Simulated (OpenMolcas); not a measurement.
# O²⁺: effect of the active space

```yaml
Program: OpenMolcas 26.06
Method: CASSCF or its RAS form
Basis: ANO-R2
Scalar_Hamiltonian: X2C, finite nucleus
Spin-orbit_coupling: state interaction with AMFI integrals over the reference wave functions, term energies averaged over their components
```

A. 2 electrons in 3 orbitals (2p); 2S+1 = 3 even, 3 roots; 2S+1 = 1 even, 6 roots; cost about 2.7 core-seconds
B. 4 electrons in 4 orbitals (2s 2p); 2S+1 = 3 even, 6 roots; 2S+1 = 1 even, 11 roots; 2S+1 = 5 odd, 1 root; 2S+1 = 3 odd, 9 roots; 2S+1 = 1 odd, 8 roots; cost of the order of 16 core-seconds
C. 4 electrons in 8 orbitals (2s 2p 3s 3p); 2S+1 = 3 even, 6 roots; 2S+1 = 1 even, 11 roots; 2S+1 = 5 odd, 1 root; 2S+1 = 3 odd, 9 roots; 2S+1 = 1 odd, 8 roots; cost of the order of 21 core-seconds
D. 4 electrons in 9 orbitals (RAS2 2s 2p; RAS3 3d, at most 2 electrons); 2S+1 = 3 even, 6 roots; 2S+1 = 1 even, 11 roots; 2S+1 = 5 odd, 1 root; 2S+1 = 3 odd, 9 roots; 2S+1 = 1 odd, 8 roots; cost about 30 core-seconds

Energies in cm-1 above 2s2 2p2 3P0, the measured ground level; measured values from Moore, Selected Tables of Atomic Spectra, NSRDS-NBS 3, section 11.

```
      Level      A      B      C      D  Measured
2s2 2p2 3P0    0.0    0.0    0.0    0.0       0.0
2s2 2p2 3P1    110    103    108    102       113
2s2 2p2 3P2    326    305    319    302          
2s2 2p2 1D2  22805  22632  22828  22314     20273
2s2 2p2 1S0  56214  40498  39502  46589     43186
```

Deviations, from unrounded energies. A percentage is the sum of absolute deviations over the sum of measured energies, with the sign that they share, or ± where signs differ.

| Against measurement | Levels | A | B | C | D |
| --- | --- | --- | --- | --- | --- |
| mean absolute deviation (cm-1) | 3 | 5200 | 1700 | 2100 | 1800 |
| fine structure of the ground term (%) | 1 | -2.8 | -8.7 | -4.5 | -9.7 |
| other terms of the ground configuration (%) | 2 | +24.5 | ±8.0 | ±9.8 | +8.6 |

B lies closest to measurement on these levels and A furthest from it. The largest miss of B in the table is 2s2 2p2 1S0, by -2700 cm-1. The ranking rests on the paired levels alone, and a cruder setting can come out closer through cancelling errors.

Among A to D the level of the table that moves most is 2s2 2p2 1S0, by 17000 cm-1 (lowest in C, highest in A).

With the s shell closed, the reference lacks s² → p² mixing (holds for A). Active for correlation alone: 3p 3s; no level in the range computed is led by a configuration that fills them, so any true level of that kind is missing (holds for C). Active for correlation alone: 3d; no level in the range computed is led by a configuration that fills it, so any true level of that kind is missing (holds for D). Measured partners are found by configuration, term and J. A level has none where our copy of the source lacks it or the pairing is in doubt (some pairs that miss far off the trend of their configuration count as doubtful), and it then counts in no deviation. Only configurations of the active space appear. Levels that lie high or do not pair safely by name in every column are left out.
